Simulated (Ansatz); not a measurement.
Input and output for Cu(AsH3)(SH) (CuAsH₄S).

```yaml
crystal:
  periodic: [false, false, false]
  atoms:
    - {symbol: Cu, position_ang: [0.160789, 0.055355, -1.014432]}
    - {symbol: As, position_ang: [0.151772, 0.039804, 1.298392]}
    - {symbol: H, position_ang: [-0.889725, 0.831528, 2.065810]}
    - {symbol: H, position_ang: [1.362900, 0.562711, 2.044939]}
    - {symbol: H, position_ang: [0.002133, -1.252919, 2.077671]}
    - {symbol: S, position_ang: [0.235743, 0.126822, -3.173339]}
    - {symbol: H, position_ang: [-1.023613, -0.363300, -3.299051]}
basis:
  gaussian: {orbitals: def2-mTZVPP}
hamiltonian: {xc: {name: wB97}}
scf: {omitted_lower_state_checks: [starts]}
```

```sh
$ ansatz run in.yaml --threads 4 --pin off --events-out ev --progress --plain --max-ram 3916MiB
```

It prints (some lines left out):

```
Functional definition: wB97
1217 factors; their error is unknown
368 factors; integrals over basis functions are off by at most 3.1e-5 eV
mean field evaluation 1: about -116386.6609 eV, gradient 6.4e1 eV
mean field evaluation 2: about -116337.7246 eV, gradient 2.6e2 eV
mean field evaluation 4: about -116391.9127 eV, gradient 7.7e0 eV
mean field evaluation 8: about -116391.9726 eV, gradient 2.5e-1 eV
mean field evaluation 16: about -116391.9288 eV, gradient 1.5e-4 eV
mean field -116391.92884684 eV, -4277.3244918385 hartree, gradient 1.4e-5 eV, S^2 0.000000; 0 other end points of the search recorded, 0 dependent functions left out
reference -116391.92883548 eV, -4277.3244914208 hartree; 41, 41 occupied and 75, 75 virtual orbitals, 1217 factors
Total energy: -116391.92883548 eV, -4277.3244914208 hartree
Checks for a lower state left out: starts
```

Run time 3.4 s (4 threads of Arm Neoverse V2 on a shared host).
